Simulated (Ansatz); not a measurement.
```yaml
crystal:
  periodic: [false, false, false]
  atoms:
    - {symbol: N, position_ang: [-1.050223, 0.866276, 0.577115]}
    - {symbol: Mo, position_ang: [0.094238, -0.015057, -0.457896]}
    - {symbol: N, position_ang: [1.659040, 0.099240, 0.249469]}
    - {symbol: O, position_ang: [-0.402603, -1.779148, -0.515422]}
    - {symbol: F, position_ang: [0.186399, 0.902793, -2.138838]}
    - {symbol: H, position_ang: [-1.343161, 1.428623, 1.334607]}
    - {symbol: H, position_ang: [2.316743, 0.398799, 1.019083]}
    - {symbol: H, position_ang: [-1.309355, -2.012868, -0.269055]}
basis:
  gaussian: {orbitals: ANO-RCC-VTZP}
magnetization: {spin_polarized: true, initial_magnetization: 2}
hamiltonian: {xc: {name: r2SCAN}}
output: {forces: true}
```

```sh
$ ansatz run in.yaml --threads 4 --pin off --events-out ev --progress --plain --max-ram 10444MiB
```

It prints (some lines left out):

```
Functional definition: r2SCAN
1667 factors; their error is unknown
mean field evaluation 1: about -117943.4353 eV, gradient 7.2e1 eV
mean field evaluation 2: about -117798.9533 eV, gradient 2.1e2 eV
mean field evaluation 4: about -117955.8214 eV, gradient 3.6e1 eV
mean field evaluation 8: about -117961.0745 eV, gradient 1.5e0 eV
mean field evaluation 16: about -117961.0674 eV, gradient 1.9e-1 eV
mean field evaluation 32: about -117961.0683 eV, gradient 3.0e-3 eV
mean field -117961.06828687 eV, -4334.9893026586 hartree, gradient 6.7e-6 eV, S^2 2.012316; 10 other end points of the search recorded, 0 dependent functions left out
reference -117961.06832160 eV, -4334.9893039348 hartree; 39, 37 occupied and 191, 193 virtual orbitals, 1667 factors
Total energy: -117961.06832160 eV, -4334.9893039348 hartree
Relativity: scalar
Atom 0 at    -1.050223     0.866276     0.577115 Å, force    -1.099098     0.957207     1.564703 eV/Å
Atom 1 at     0.094238    -0.015057    -0.457896 Å, force    -0.507684     0.139278    -5.337780 eV/Å
Atom 2 at     1.659040     0.099240     0.249469 Å, force     3.703866     1.014935     2.988495 eV/Å
Atom 3 at    -0.402603    -1.779148    -0.515422 Å, force    -1.069100    -2.062583     0.290868 eV/Å
Atom 4 at     0.186399     0.902793    -2.138838 Å, force    -0.030697    -0.123417     0.720655 eV/Å
Atom 5 at    -1.343161     1.428623     1.334607 Å, force    -0.620286     0.756696     0.771297 eV/Å
Atom 6 at     2.316743     0.398799     1.019083 Å, force    -0.732444    -0.543856    -1.001368 eV/Å
Atom 7 at    -1.309355    -2.012868    -0.269055 Å, force     0.355444    -0.138260     0.003130 eV/Å
Dipole moment:    -0.311971    -0.032728     0.666143 e Å
```

Hardware: 4 threads of an Intel Xeon 6975P-C on a shared host. Wall time 44 s, peak host memory 1.3 GiB.
